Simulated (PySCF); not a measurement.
## `C[Se]c1ccc(B(F)F)nc1`, C$_{6}$H$_{6}$BF$_{2}$NSe

Geometry:
```json
{"atom": "C1", "x (Å)": "3.320", "y (Å)": "-0.659", "z (Å)": "-0.373"}
{"atom": "Se2", "x (Å)": "2.467", "y (Å)": "1.016", "z (Å)": "-0.828"}
{"atom": "C3", "x (Å)": "0.683", "y (Å)": "0.620", "z (Å)": "-0.338"}
{"atom": "C4", "x (Å)": "0.251", "y (Å)": "-0.602", "z (Å)": "0.178"}
{"atom": "C5", "x (Å)": "-1.098", "y (Å)": "-0.750", "z (Å)": "0.489"}
{"atom": "C6", "x (Å)": "-1.982", "y (Å)": "0.314", "z (Å)": "0.281"}
{"atom": "B7", "x (Å)": "-3.497", "y (Å)": "0.171", "z (Å)": "0.613"}
{"atom": "F8", "x (Å)": "-4.361", "y (Å)": "1.145", "z (Å)": "0.438"}
{"atom": "F9", "x (Å)": "-3.964", "y (Å)": "-0.973", "z (Å)": "1.092"}
{"atom": "N10", "x (Å)": "-1.556", "y (Å)": "1.492", "z (Å)": "-0.216"}
{"atom": "C11", "x (Å)": "-0.280", "y (Å)": "1.637", "z (Å)": "-0.511"}
{"atom": "H12", "x (Å)": "3.213", "y (Å)": "-0.877", "z (Å)": "0.698"}
{"atom": "H13", "x (Å)": "2.922", "y (Å)": "-1.483", "z (Å)": "-0.980"}
{"atom": "H14", "x (Å)": "4.385", "y (Å)": "-0.525", "z (Å)": "-0.606"}
{"atom": "H15", "x (Å)": "0.943", "y (Å)": "-1.431", "z (Å)": "0.338"}
{"atom": "H16", "x (Å)": "-1.470", "y (Å)": "-1.694", "z (Å)": "0.895"}
{"atom": "H17", "x (Å)": "0.025", "y (Å)": "2.612", "z (Å)": "-0.914"}
```

The calculation used TDDFT CAM-B3LYP/aug-cc-pVDZ excited states, vertical, gas phase (PySCF). Geometry: PBE0-D3(BJ)/def2-SVP.

The calculation is non-relativistic, which matters for the atoms heavier than Zn. Singlets 3 and 4 lie within 0.01 eV of each other, so their separate moments and overlaps can depend on how they mix.

Q: How strongly do the lowest singlets absorb one photon, and two photons of half the energy?

A: δ for parallel linear polarisation; σ at the peak of a Lorentzian of half width 0.1 eV, single beam; Ω is circular over linear.
| state | E (eV) | f | photon λ (nm) | δ (au) | σ (GM) | Ω | main |
| --- | --- | --- | --- | --- | --- | --- | --- |
| S1 | 4.48 | 0.004 | 554 | 4.31 | 0.03 | 0.84 | HOMO−1→LUMO 0.93 |
| S2 | 4.55 | 0.358 | 545 | 1410 | 10.64 | 0.73 | HOMO→LUMO 0.86 |
| S3 | 4.78 | 0.062 | 518 | 388 | 3.25 | 0.88 | HOMO→LUMO+2 0.76, HOMO→LUMO 0.09 |
| S4 | 4.79 | 0.001 | 518 | 16.3 | 0.14 | 1.36 | HOMO→LUMO+1 0.40, HOMO→LUMO+8 0.20 |
| S5 | 5.08 | 0.001 | 488 | 0.39 | 0.00 | 1.33 | HOMO−1→LUMO+2 0.88 |
| S6 | 5.57 | 0.014 | 445 | 75.8 | 0.86 | 1.50 | HOMO→LUMO+1 0.38, HOMO→LUMO+4 0.22 |

Among these, the strongest one-photon state is S2, the strongest two-photon state S2, with a dipole change of 5.2 D (relaxed, norm of the difference vector).
